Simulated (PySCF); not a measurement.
## Bi⁴⁸⁺: ionisation energy

Bi⁴⁸⁺ [Ar] 3d10 4s2 4p5 (2P) → Bi⁴⁹⁺ [Ar] 3d10 4s2 4p4 (3P), as a difference of total energies. All numbers are calculated (PySCF 2.14, no relativity, point nucleus, in an even-tempered Gaussian basis (17 s from 5.9 bohr⁻², ratio 2.5; 11 p from 7.6 bohr⁻², ratio 2.5; 8 d from 14 bohr⁻², ratio 2.5; 4 f from 40 bohr⁻², ratio 2.7; 4 g from 60 bohr⁻², ratio 2.7)). Correlated levels: outer shells: [Ne] frozen; virtual orbitals above 40 to 60 times the deepest correlated orbital energy dropped. The calculations carry no spin-orbit coupling.

```tsv
method	ionisation energy (eV)
UHF	2657.4
LDA	2661.0
PBE	2660.1
PBE0	2660.0
r2SCAN	2660.0
BP86	2660.8
M06	2659.9
MP2 (outer shells)	2659.1
SCS-MP2 (outer shells)	2658.9
```

Spin-orbit coupling is strong in these open shells (close to jj coupling). The scalar numbers leave it out and a first-order estimate fails, so it can dominate the gap to the real levels.

The gap to the reference is mostly relativistic.

For comparison: 2703 ± 4 eV (theoretical estimate listed by NIST; NIST Atomic Spectra Database, ionization energies).
